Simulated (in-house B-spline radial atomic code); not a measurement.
# RPBE excitations of the titanium ion Ti⁴⁺

Method: RPBE. Computed with a B-spline radial code for spherical atoms: linear response of the closed shell [Ne] 3s2 3p6 with the functional's adiabatic kernel; non-relativistic, point nucleus, no spin-orbit coupling, no double excitations, S, P, D and F terms only. Only terms of natural parity with L up to 3 were computed.

Command:
```bash
python run_td.py task.json out
```
Settings (radii: box in bohr, nucleus in fm):
```
Z                        22
electrons                18
configuration            [Ne] 3s2 3p6
hamiltonian              nr
method                   rpbe,pbe
box_radius               19.1
intervals                53
```

Time taken, with all properties: 0.6 s on 1 thread of Arm Neoverse N1, on a shared host.

The lowest states, in the order of their Tamm-Dancoff energies; the method's threshold (minus the highest occupied level) is 89.33 eV. Labels give the largest channel, * marks a mixed state, and oscillator strengths are full-response dipole values. Semilocal kernels can invert the small singlet-triplet splittings of Rydberg terms. Energies in eV:

| state | full response | Tamm-Dancoff | oscillator strength |
| --- | --- | --- | --- |
| 3p → 3d 3P | 33.95 | 34.09 | - |
| 3p → 3d 3F | 34.24 | 34.41 | - |
| 3p → 3d 1F | 37.60 | 37.62 | - |
| 3p → 3d 1P | ? | ? | ? |
| 3p → 4s 3P | 51.66 | 51.68 | - |
| 3p → 4s 1P | 52.38 | 52.56 | 0.098 |
| 3p → 4p 3S | 57.47 | 57.50 | - |
| 3p → 4p 3D | 57.85 | 57.88 | - |
| 3p → 4p 1D | 58.38 | 58.39 | - |
| 3s → 3d 3D | ? | ? | - |

(1) Where does 3s → 3d 3D lie?

(2) Where does 3p → 3d 1P lie?

(3) How large is the singlet-triplet splitting of 3p → 3d (F terms) in Tamm-Dancoff?

(4) What polarisabilities and dispersion coefficient does the method give?

Answers

(1) At 59.04 eV in full response, 59.09 eV in Tamm-Dancoff.

(2) At 48.51 eV in full response, 50.50 eV in Tamm-Dancoff, oscillator strength 4.28.

(3) 3.21 eV, from the unrounded values.

(4) Dipole 1.498 bohr³, quadrupole 1.995 bohr⁵, C6 3.261 hartree·bohr⁶ for two such species.
